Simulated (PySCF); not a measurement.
C5H5F3O.
Structure used (PBE0-D3(BJ)/def2-SVP), in Å, numbered top down from 1:
```
atom  x, y, z in Å
C1     3.2499    0.0177   -0.1631
C2     2.0378    0.3790    0.2472
O3     0.9281   -0.3310   -0.0844
C4    -0.2620    0.0856    0.3723
C5    -1.3965   -0.5583    0.0881
F6    -1.4318   -1.6553   -0.6650
C7    -2.7442   -0.1221    0.5610
F8    -3.4857    0.3374   -0.4726
F9    -2.6210    0.8744    1.4634
H10    4.1172    0.6129    0.1217
H11    3.3930   -0.8676   -0.7853
H12    1.8548    1.2630    0.8703
H13   -0.2945    0.9798    1.0007
H14   -3.2989   -0.9589    1.0230
```

Computed with PySCF at wB97X-D/def2-SVPD, non-relativistic, on one gas-phase PBE0-D3(BJ)/def2-SVP geometry that isn't relaxed in the solvent. The solvent is an IEF-PCM continuum (van der Waals radii × 1.2), and excitations are vertical TDDFT with non-equilibrium linear response and a frozen core. Specific hydrogen bonds and non-electrostatic terms are outside this model.

| run | E − E(gas) (kJ/mol) | HOMO (eV) | HOMO–LUMO gap (eV) | dipole (D) | lowest singlet (eV) | static polarisability (au) |
| --- | --- | --- | --- | --- | --- | --- |
| gas | 0.00 | -8.65 | 10.10 | 2.25 | 6.29 | 74.1 |
| P | -24.70 | -8.52 | 10.14 | 2.89 | 6.19 | 95.3 |
| Q | -23.90 | -8.52 | 10.14 | 2.87 | 6.19 | 94.6 |

Task: The runs were made in methanol and water. Which run belongs to which solvent?

Result: P = water, Q = methanol. The dielectric constants are 32.61 (methanol), 78.36 (water), and the energy falls further as ε rises. The optical constants n² used for the excitations are 1.77, 1.78 in the same order. In this model the ground state sees the solvent through ε alone.

Task: How constant is the ratio of the lowering to (ε − 1)/(2ε + 1)?

Result: 
```
 solvent  (ε − 1)/(2ε + 1)  E − E(gas) (kJ/mol)  ratio (kJ/mol)  polarisation term (kJ/mol)
methanol             0.477               -23.90           -50.1                      -27.96
   water             0.490               -24.70           -50.4                      -29.06
```

The ratio changes by +0.6 % in size from methanol to water. The polarisation term is half the interaction of the solute with the induced surface charges.

Note: wB97X-D ran without an empirical dispersion term, which enters the total energy and its gradient alone.
